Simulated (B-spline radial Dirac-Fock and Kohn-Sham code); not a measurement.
## Ir⁷⁺ 5d3/2: cross section and angular parameters

System: Ir⁷⁺ in the configuration [Xe] 4f14 5d2; threshold 105.5 eV (orbital energy of the model). Model: Dirac-Hartree-Slater photoionisation with a Latter tail; cross sections with all multipoles, angular parameters from the dipole term and its interference with E2. Program: a B-spline atomic structure program.

```
hν (eV)   σ (kb)       β       γ      δ
    214     11.3  -0.488  -0.034  0.030
    255     11.2  -0.741  -0.127  0.075
    304     11.8  -0.457  -0.035  0.083
    338     11.9  -0.235   0.041  0.076
    446     11.3   0.270   0.172  0.045
   1130     4.36   1.177   0.001  0.000
   1140     4.30   1.181  -0.002  0.000
   1330     3.35   1.252  -0.030  0.004
   1480        ?       ?       ?      ?
 1486.9     2.76   1.294  -0.039  0.007
   1770     1.99   1.346  -0.029  0.013
   1940     1.66   1.367  -0.011  0.017
   2900    0.686   1.412   0.170  0.036
 2984.4    0.641   1.413   0.189  0.038
   3070    0.599   1.413   0.209  0.039
   4910    0.180   1.375   0.637  0.070
 5414.7    0.138   1.358   0.745  0.078
   6000    0.103   1.336   0.864  0.088
   7450   0.0548   1.283   1.128  0.112
   9270   0.0282   1.217   1.407  0.142
  10400   0.0196   1.179   1.557  0.162
  12000   0.0124   1.128   1.744  0.189
  13600  0.00822   1.082   1.905  0.217
  15000  0.00592   1.044   2.028  0.241
```

Q: Give the values at 1480 eV.

A: σ = 2.78 kb, β = 1.293, γ = -0.039, δ = 0.007.

Values without a named source are computed, but for edge energies of neutral atoms, which are taken from tables.
